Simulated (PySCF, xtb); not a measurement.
CH7Si2, SMILES [SiH2]C[SiH3], multiplicity 2.

Harmonic wavenumbers (cm⁻¹) from GFN2-xTB in xtb at its own minimum, in rising order: 104, 127, 164, 480, 494, 514, 518, 693, 720, 759, 786, 799, 808, 818, 1015, 1125, 1456, 2230, 2246, 2252, 2259, 2285, 2932, 2976.

What does PySCF 2.14.0 with B3LYP-D3(BJ)/def2-SVP give at its own minimum? (An estimate is asked for; the answer gives what the named calculation found.)

95, 141, 174, 465, 542, 571, 592, 755, 762, 811, 920, 949, 955, 959, 1006, 1072, 1374, 2170, 2194, 2216, 2221, 2223, 3020, 3088. Paired by order, the mean absolute difference is 64 cm⁻¹ and the zero-point energies are 40.8 and 41.8 kcal/mol.
